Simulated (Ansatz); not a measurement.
**One arrangement of a pair**

The pair of K⁺ (SMILES [K+], atom 1) and H₂O (SMILES O, atoms 2–4), both closed shells, in one local arrangement (a lower one may exist), relaxed at PBE0-D4/def2-TZVP:

```xyz
4
angstrom
K 0.2143 0.1503 -2.2487
O -0.0343 -0.0240 0.3596
H -0.8388 -0.1777 0.8655
H 0.6588 0.0513 1.0236
```

Ansatz 0.2.0; basis: def2-TZVPPD, with def2-QZVPPD for the basis limit; cores frozen in the correlated methods. The outer core shell of Li, Na, Mg and K is correlated. The def2 sets are not built for correlating such inner shells, so the correlated values are less sure here. B3LYP uses VWN-RPA correlation. Extrapolation: Hartree–Fock as exp(−7.88 √X), correlation as X^−2.97. Interaction energies count from these two fragments, frozen as in the pair, with the counterpoise correction; negative means bound.

Q: What is the interaction energy by CCSD(T) at an estimated basis limit (MP2 extrapolated from triple and quadruple zeta, plus CCSD(T) − MP2 in triple zeta)? (Judge from chemistry; the value comes from the calculation.)

A: Computed: -17.52 kcal/mol. Hartree–Fock alone gives -16.89 kcal/mol at the basis limit. It counts from the two fragments frozen as in the pair.

The same quantity by other methods in triple zeta, and each one's difference from that estimate:
```tsv
method	E_int (kcal/mol)	difference
PBE-D4	-17.15	0.37
revPBE-D4	-16.10	1.42
BLYP-D4	-16.88	0.64
r2SCAN-D4	-17.23	0.29
B97M-V	-17.16	0.36
PBE0-D4	-17.53	-0.01
B3LYP-D4	-17.54	-0.02
HSE06-D4	-17.53	-0.01
wB97X-V	-17.45	0.07
wB97M-V	-17.46	0.06
B2PLYP	-16.98	0.54
HF	-16.72	0.80
MP2	-16.69	0.83
CCSD	-16.60	0.92
CCSD(T)	-16.54	0.98
```
Differences are method less estimate.

Q: Which atoms make the shortest contact between the fragments?

A: K1 and O2, 2.63 Å apart.

Basis-set superposition shift (counterpoise-corrected less uncorrected): CCSD(T) 0.81; MP2 0.74; HF 0.06; PBE0-D4 0.13; wB97M-V 0.11 kcal/mol.

No T1 diagnostic of these runs exceeds 0.011.

For scale, one of the runs: CCSD(T)/def2-TZVPPD, 110 basis functions (an equivalent command: `ansatz run in.yaml --threads 2`). Hardware: 2 CPU threads, shared host. Wall time about 3.1 s.
